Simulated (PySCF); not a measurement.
Level of theory: PBE-D3(BJ)/def2-TZVP // PBE0-D4/def2-SVP (PySCF 2.14.0). Gas-phase values, no solvent. One relaxed conformer stands for a flexible species; it need not be the lowest. Excitations are Tamm–Dancoff values on a coarser integration grid. The basis has no diffuse functions, so Rydberg states are missing or too high.

Reference species (SMILES): `[C@@H]1([C@H]2C[C@@H](B)[C@@H]1CC2)C=O` (neutral, multiplicity 1).

```
Property               Value
-------------------  -------
S1–T1 gap (TDA)      0.61 eV
HOMO–LUMO gap        3.92 eV
S1 excitation (TDA)  4.20 eV
```

Changed species: `B[C@@]12CC[C@@H](C[C@@H]1C=O)C2`.

Problem. Give the shifts of the S1–T1 gap (TDA), HOMO–LUMO gap and S1 excitation (TDA).

Solution. the S1–T1 gap (TDA) decreases by 0.38 eV, to 0.23 eV; the HOMO–LUMO gap drops by 0.48 eV, to 3.44 eV; the S1 excitation (TDA) drops by 0.64 eV, to 3.56 eV.
